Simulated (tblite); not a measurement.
Compound: C₆H₉F₃.
Atom-mapped SMILES: `[CH3:1]/[C:2](=[CH:3]\[F:4])[CH2:5][CH2:6][CH:7]([F:8])[F:9]` (hydrogens: H10, H11, H12 on C1; H13 on C3; H14, H15 on C5; H16, H17 on C6; H18 on C7)

Computed with GFN2-xTB (tblite), gas phase: nudged elastic band of 9 images (0 to 8), spring 0.2 eV/Å², climbing image at the end, force threshold 0.05 eV/Å. No saddle search or frequency run followed, so the top image need not be a first-order saddle, and its height can exceed the method's true barrier by a kcal/mol or more.

The band describes a rotation about C6–C7 (chain CH2 carbon, CHF2 carbon), followed by the dihedral C5–C6–C7–F9, from the optimised start (163°) to a second optimised geometry at -70°.

**Question.** Give the energy profile along the converged band.

**Answer.** 
```tsv
image	dihedral (°)	E (kJ/mol)	C6–C7 (Å)	C5···F9 (Å)	largest true force (eV/Å)
0	163	0.00	1.520	3.70	0.01
1	176	1.18	1.521	3.72	0.04
2	-169	4.78	1.523	3.73	0.07
3	-154	9.82	1.528	3.70	0.06
4	-135	13.57	1.533	3.62	0.05
5	-120	13.18	1.535	3.51	0.04
6	-103	9.07	1.532	3.36	0.06
7	-85	3.89	1.526	3.18	0.04
8	-70	1.80	1.523	3.03	0.01
```

Barriers of this band. The top is image 4 at -135°: 13.57 kJ/mol forward and 11.77 kJ/mol back; the end lies 1.80 kJ/mol above the start. The central bond is 0.013 Å longer at the top than at the start.

**Question.** What rate follows at 200 K for crossing this barrier forward?

**Answer.** Taking the electronic barrier for the free energy of activation (no zero-point or entropy terms, transmission 1), rate = (kT/h)·exp(−ΔE/kT) ≈ 1 × 10^9 s⁻¹, whose inverse is 8 × 10^-10 s. An error of 1 kcal/mol in the barrier changes this by a factor of 12, and the method and the loose band can each miss by that much or more.

**Question.** How would the two end points share their population at 200 K, from these energies alone?

**Answer.** exp(−ΔE/kT) with ΔE = 0.019 eV gives 0.33 for the higher one (end) against 1 for the lower, without vibrational, rotational or degeneracy terms. GFN2-xTB can put conformers this close in the wrong order.

**Question.** How long is the path, and how are the images spaced?

**Answer.** Cartesian distances between aligned neighbours (all atoms, Å): 0.54, 0.55, 0.57, 0.61, 0.52, 0.57, 0.59, 0.63; the sum is 4.56 Å, and the top lies 50 % of the way along.

What follows is the cost of the whole band run. The run took about 9 s of CPU time (one thread, shared machine).
